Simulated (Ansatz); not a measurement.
Coupled-cluster diagnostics for GeH3(NHMe) (CH7GeN), Ansatz.

Geometry of the singlet (PBE0-D4/def2-SVP):

```xyz
10

Ge   -0.1518   -1.0435    0.9892
H    -0.1603   -0.9090    2.5215
H    -1.4734   -1.6369    0.4668
H     1.0055   -1.9869    0.5654
N    -0.0124    0.6560    0.3135
C     0.0441    0.8698   -1.1135
H     0.6413    1.2439    0.8213
H     0.9891    0.5530   -1.6020
H    -0.7728    0.3181   -1.6083
H    -0.1093    1.9354   -1.3540
```

Correlated methods freeze 11 core orbitals; core or outer-core shells of Ge are correlated, in sets that lack core-valence functions.

(1) Estimate the CCSD(T) correlation energy, the shares of MP2 and (T), T1 and the reference's ⟨S²⟩ for: charge 0, singlet, own geometry in def2-TZVPP; and the rough time on 4 threads of Arm Neoverse V1 on a shared host.

Results:

(1) 
```json
{"state": "charge 0, singlet, own geometry", "basis": "def2-TZVPP", "correlation (eV)": "-19.528", "MP2 share (%)": "92.1", "(T) share (%)": "3.5", "T1": "0.011", "⟨S²⟩ (pure)": "0.00 (0.00)", "wall time": "77 s"}
```
Customary marks for T1 are 0.02 (closed shells), 0.045 (open shells) and about 0.05 (3d metals). T1 stays under 0.02 throughout.
